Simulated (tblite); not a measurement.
Compound: C5H3N2O (doublet state).
Structure used (GFN2-xTB), in Å, numbered top down from 1:
```xyz
11
C5H3N2O angstrom
N     -2.037    0.645    1.756
C     -1.776   -0.147    0.966
C     -1.398   -1.064   -0.033
C     -0.456   -0.751   -0.911
O      0.475    0.099   -1.116
C      1.069    0.875   -0.021
C      1.762    0.021    0.910
N      2.297   -0.694    1.623
H     -1.979   -1.970   -0.113
H      1.770    1.559   -0.506
H      0.279    1.429    0.499
```

Level: GFN2-xTB in tblite, geometry and Hessian alike; calculated harmonic values, unscaled, isolated species. Errors from tens to a few hundred cm⁻¹ against measured bands are possible. One conformer, not necessarily the lowest. Open shells enter through the occupations alone, without spin polarisation, and single modes of such species can be off by tens of per cent.

Harmonic wavenumbers (cm⁻¹): 27.0, 81.1, 114.4, 194.3, 221.4, 357.8, 369.4, 424.3, 468.6, 575.1, 670.3, 721.8, 761.7, 931.1, 964.3, 979.8, 1051.1, 1127.7, 1211.6, 1266.4, 1375.4, 1664.7, 2341.2, 2397.3, 2929.0, 2973.8, 3078.0.

A = 3042, B = 1651, C = 1346 MHz; mass 107.025 u (most abundant isotopes); point group C1, symmetry number 1; spin multiplicity 2.

Task: Zero-point energy?

Result: ½Σν̃ = 14639 cm⁻¹ = 41.86 kcal/mol.

Task: Give the ideal-gas entropy at 298.15 K and 1 bar in the rigid-rotor, harmonic-oscillator model (classical rotation).

Result: Translation 39.95, rotation 28.26, vibration 22.98, spin (R ln 2) 1.38: S = 92.6 cal/(mol K).

Task: And Cp and H(298.15 K) − H(0)?

Result: Cp = 29.18 cal/(mol K), of which vibrations give 21.23 (their classical limit is 27 R = 53.7); H(298.15 K) − H(0) = 5.76 kcal/mol without the zero-point energy, 3.39 from vibrations.

Task: What must be added to the electronic energy to get the Gibbs energy at 298.15 K and 1 bar?

Result: ZPE + [H(298.15 K) − H(0)] − T·S = 41.86 + 5.76 − 27.60 = 20.02 kcal/mol.

Task: Blend soft modes into free rotors: weight 1/[1 + (100 cm⁻¹/ν̃)⁴] for the oscillator and the rest for a rotor with moment μB/(μ + B), μ = h/(8π²ν), B = 10⁻⁴⁴ kg m². What vibrational entropy results?

Result: 20.39 cal/(mol K) in place of 22.98, which changes −T·S at 298.15 K by +0.77 kcal/mol.

Task: Which modes carry the vibrational entropy at 298.15 K?

Result: 27.0 cm⁻¹: 6.04; 81.1 cm⁻¹: 3.86; 114.4 cm⁻¹: 3.19; 194.3 cm⁻¹: 2.19; 221.4 cm⁻¹: 1.95; 357.8 cm⁻¹: 1.13 cal/(mol K); the other 21 give 4.62 together.

Task: How do the functions run with temperature in this model?

Result: 
```
T (K)  S (cal/(mol K))  Cp (cal/(mol K))  H − H(0) (kcal/mol)  G − H(0) (kcal/mol)  ln q(vib)
  150             76.0              19.7                 2.12                -9.29       2.89
  250             87.7              26.3                 4.42               -17.50       4.91
  400            101.9              34.5                 9.01               -31.75       7.75
  600            117.4              41.9                16.70               -53.73      11.26
  900            135.8              48.6                30.37               -91.83      15.91
```

q(vib) and H(0) count from the zero-point level.

Hindered rotation and anharmonicity are outside this model. Other conformers, if any are populated, would add a mixing term that is left out. The structure is chiral; the term R ln 2 for an equal mix with its mirror image is left out.

Hardware: Arm Neoverse V2, one thread, shared host. Cost: 0.19 s wall. This covers the Hessian and the dipole derivatives.
